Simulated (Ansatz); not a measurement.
Consider the formal hydrolysis of a Ta–C bond: `[CH3][Ta](=[NH])([OH])[OH]` + H₂O → `[NH]=[Ta]([OH])([OH])[OH]` + CH₄.

Program: Ansatz. Geometries: PBE0-D4/def2-TZVP. ΔE: electronic, gas phase. CCSD(T)/CBS is the MP2 limit (def2-TZVPP, def2-QZVPP) plus CCSD(T) − MP2 in def2-TZVPP, frozen cores. This one scheme is used for every species. DFT in def2-TZVPP. def2 core potentials past Kr. For Ta outer-core shells are correlated without core-valence functions, which leaves a few kJ/mol of doubt a bond. Each species was taken in one conformer, which may not be the lowest.

```
        level  ΔE (kJ/mol)
      r2SCAN0       -123.2
HF/def2-TZVPP       -133.8
```

What does CCSD(T)/CBS give? (An estimate is asked.)

Ansatz gave: -113.4 kJ/mol. The listed levels differ from it by -9.8, -20.4 kJ/mol.

Largest T1 diagnostic among the species: 0.019.

The D4 term adds +3.1 kJ/mol with B3LYP and +1.9 kJ/mol with PBE0; it sums over pairs of atoms, weighted by their polarisabilities, and B3LYP, whose exchange is more repulsive, gets the larger term. From r2SCAN to r2SCAN0 (25 % exact exchange), in def2-TZVPP and without D4, ΔE moves by +3.4 kJ/mol. At CCSD(T), def2-SVP lies −13.7 kJ/mol from the extrapolated value and def2-TZVPP −2.5 kJ/mol.

CCSD(T)/CBS has its own doubt, a few kJ/mol and more with outer-core shells, so smaller differences from it don't rank the levels.

B3LYP here is the variant with VWN-RPA as its local correlation; programs differ in this.
